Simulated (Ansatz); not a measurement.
`[SiH3]O[AsH2]` + SiH₄ → `[SiH3][AsH2]` + `O[SiH3]` at 600 K and 1 bar (formal exchange of groups at the As–O bond).

Gas-phase electronic energies from Ansatz, PBE0-D4/def2-TZVP geometries. CCSD(T)/CBS adds triple-zeta CCSD(T) − MP2 to the extrapolated MP2 energy (def2 sets, frozen cores). This one scheme is used for every species. For As outer-core shells are correlated without core-valence functions, which leaves a few kJ/mol of doubt a bond. Scalar relativity is left out up to krypton.

```tsv
species	CCSD(T)/CBS energy (Eh)	H − E (kJ/mol)	S (J/(mol·K))
`[SiH3]O[AsH2]`	-2602.28728	168.1	410.7
SiH₄	-291.46306	108.7	242.3
`[SiH3][AsH2]`	-2527.08228	148.3	356.1
`O[SiH3]`	-366.69042	135.7	307.9
```

H − E and S are ideal-gas, rigid-rotor, harmonic terms from PBE0-D4/def2-TZVP. 1 Eh = 2625.50 kJ/mol, R = 8.31446 J/(mol·K).

Problem. By hand: ΔE, ΔH, ΔS and ΔG.

Solution. ΔE = (-2527.08228) + (-366.69042) − (-2602.28728) − (-291.46306) = -0.02236 Eh = -58.7 kJ/mol. Δ(H − E) = 148.3 + 135.7 − 168.1 − 108.7 = 7.2, so ΔH = -51.5 kJ/mol. ΔS = 356.1 + 307.9 − 410.7 − 242.3 = 11.0 J/(mol·K). ΔG = -51.5 − 600 × (11.0)/1000 = -58.1 kJ/mol.

Problem. By hand: the equilibrium constant, and the temperature at which ΔG would vanish if ΔH and ΔS stayed fixed.

Solution. log₁₀ K = −ΔG/(RT ln 10) = 5.1. ΔH and −TΔS have one sign here, so there is no such temperature.

The number of gas molecules stays the same, so ΔS is small and ΔH decides. A doubt of 5 kJ/mol in ΔE shifts log₁₀ K by 0.4 here. Modes under 60 cm⁻¹, often nearly free rotors, make the harmonic entropy too high. These are equilibria of isolated gas molecules and say nothing of rates. Largest T1 diagnostic: 0.012 (customary marks: 0.02 for closed shells, 0.045 for open ones).
